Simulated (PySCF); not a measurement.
## SMILES [AlH2][CH]1CC1, C$_{3}$H$_{7}$Al

Geometry (Å), atoms numbered from 1 in this order:
```xyz
11

Al    1.809    0.012    0.243
C    -0.082   -0.399    0.647
C    -0.875   -0.559   -0.642
C    -0.988    0.706    0.124
H     2.050    0.828   -1.056
H     3.060   -0.386    1.064
H    -0.503   -0.947    1.489
H    -1.714   -1.239   -0.659
H    -0.328   -0.518   -1.580
H    -1.907    0.919    0.649
H    -0.517    1.585   -0.306
```

The calculation used GIAO KT3/pcSseg-1 magnetisability, rotational g tensor and spin-rotation constants, non-relativistic, gas phase in PySCF. Geometry: GFN2-xTB.

Question: Give the nuclear spin-rotation constants along the inertial axes (H = +C I·J) beside the isotropic shieldings.

Answer: Rotational constants 14.3132, 3.6435, 3.5499 GHz. A star marks the isotopologue with that one atom substituted, in its own axes.
```tsv
atom	isotope	Caa (kHz)	Cbb (kHz)	Ccc (kHz)	mean (kHz)	σ (ppm)
Al1	27Al	11.117	2.421	3.077	5.538	307.4
H5	1H	-1.113	-0.286	0.113	-0.428	27.5
H6	1H	0.142	-0.254	-0.155	-0.089	26.4
H7	1H	-1.426	-0.426	-0.009	-0.620	31.9
H8	1H	-0.528	-0.247	-0.346	-0.374	30.9
H9	1H	-1.258	-0.283	-0.154	-0.565	31.3
H10	1H	-0.523	-0.249	-0.345	-0.372	30.9
H11	1H	-1.259	-0.282	-0.154	-0.565	31.3
C2	13C*	1.787	0.363	0.445	0.865	186.1
C3	13C*	1.496	0.597	0.319	0.804	183.4
```
For the geometry as given, no vibrational averaging.

Question: How do the rotational constants and the g tensor change when H5, H6, H7, H8, H9, H10, H11 are replaced by deuterium?

Answer: Constants 10.0507, 2.9877, 2.9657 GHz; g -0.0387, -0.0192, -0.0089, against -0.0554, -0.0234, -0.0105 before.
